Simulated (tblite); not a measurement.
Species: C2H13NSSi4.
Z-matrix (Å and degrees, GFN2-xTB geometry), rows numbered from 1:
```
C 
N   1  1.4418
Si  2  1.7271  1  121.73
Si  3  2.3592  2  119.15  1   -65.69
Si  4  2.3283  3  103.33  2  -125.04
S   5  2.1688  4  107.35  3   -14.97
Si  6  2.1770  5  106.48  4    33.55
C   7  1.9070  3  113.22  2    36.58
H   1  1.0911  2  110.26  3  -158.31
H   1  1.0961  2  112.65  3    80.32
H   1  1.0875  2  108.54  3   -39.37
H   2  1.0090  1  111.11  3  -147.09
H   3  1.4755  2  102.42  1    58.16
H   4  1.4700  3  116.15  2   113.49
H   4  1.4747  3  114.38  2    -6.47
H   5  1.4651  4  115.12  3   101.84
H   5  1.4568  4  118.79  3  -129.23
H   7  1.4612  3  121.02  2   -94.74
H   8  1.0864  7  110.91  3   -76.12
H   8  1.0868  7  111.36  3   163.83
H   8  1.0883  7  111.43  3    44.00
```

Method: GFN2-xTB as coded in tblite; computed harmonic values from a numerical Hessian at the method's own geometry, unscaled. This tight-binding method is rough: wavenumbers can miss measured ones by several per cent, in bad cases by 10 to 20. Modes of hydrogen on silicon can be 10 to 20 % off. One conformer, not necessarily the lowest.

Harmonic wavenumbers (cm⁻¹): 27.7, 46.9, 68.9, 78.9, 121.9, 131.2, 145.9, 155.6, 177.2, 190.9, 200.3, 284.5, 315.9, 368.0, 378.0, 392.9, 416.6, 457.7, 477.5, 503.8, 512.3, 535.3, 569.3, 584.0, 590.6, 646.3, 679.8, 683.6, 732.5, 793.0, 802.4, 806.8, 818.7, 832.5, 1064.8, 1109.0, 1151.1, 1359.1, 1366.3, 1425.1, 1485.1, 1485.9, 1494.1, 1502.9, 2112.4, 2139.8, 2176.2, 2217.5, 2252.7, 2297.6, 2903.7, 2981.9, 3011.1, 3031.1, 3031.8, 3032.9, 3441.5.

A = 1112, B = 660.6, C = 474.4 MHz; mass 194.985 u (most abundant isotopes); point group C1, symmetry number 1.

Problem. Zero-point energy?

Solution. Half the sum of the wavenumbers: 31300 cm⁻¹ = 89.49 kcal/mol.

Problem. What is S at 298.15 K and 1 bar for an ideal gas of classical rigid rotors and harmonic oscillators?

Solution. Translation 41.73, rotation 31.20, vibration 51.32: S = 124.3 cal/(mol K).

Problem. And Cp and H(298.15 K) − H(0)?

Solution. Cp = 55.98 cal/(mol K), of which vibrations give 48.03 (their classical limit is 57 R = 113.3); H(298.15 K) − H(0) = 10.17 kcal/mol without the zero-point energy, 7.80 from vibrations.

Problem. Blend soft modes into free rotors: weight 1/[1 + (100 cm⁻¹/ν̃)⁴] for the oscillator and the rest for a rotor with moment μB/(μ + B), μ = h/(8π²ν), B = 10⁻⁴⁴ kg m². What vibrational entropy results?

Solution. 46.55 cal/(mol K) in place of 51.32, which changes −T·S at 298.15 K by +1.42 kcal/mol.

Problem. How do the functions run with temperature in this model?

Solution. 
```csv
T (K),S (cal/(mol K)),Cp (cal/(mol K)),H − H(0) (kcal/mol),G − H(0) (kcal/mol),ln q(vib)
50,65.4,17.6,0.61,-2.66,1.25
100,80.6,27.1,1.73,-6.33,3.53
373.15,137.7,63.5,14.66,-36.71,15.90
500,157.7,73.5,23.38,-55.47,21.06
750,190.3,87.1,43.57,-99.13,30.12
1000,216.7,96.3,66.58,-150.10,37.99
```

q(vib) and H(0) count from the zero-point level.

Problem. Which modes carry the vibrational entropy at 298.15 K?

Solution. 27.7 cm⁻¹: 5.99; 46.9 cm⁻¹: 4.94; 68.9 cm⁻¹: 4.18; 78.9 cm⁻¹: 3.92; 121.9 cm⁻¹: 3.07; 131.2 cm⁻¹: 2.93 cal/(mol K); the other 51 give 26.28 together.

Problem. What must be added to the electronic energy to get the Gibbs energy at 298.15 K and 1 bar?

Solution. ZPE + [H(298.15 K) − H(0)] − T·S = 89.49 + 10.17 − 37.05 = 62.61 kcal/mol.

Hindered rotation and anharmonicity are outside this model. Other conformers, if any are populated, would add a mixing term that is left out. The structure is chiral; the term R ln 2 for an equal mix with its mirror image is left out.
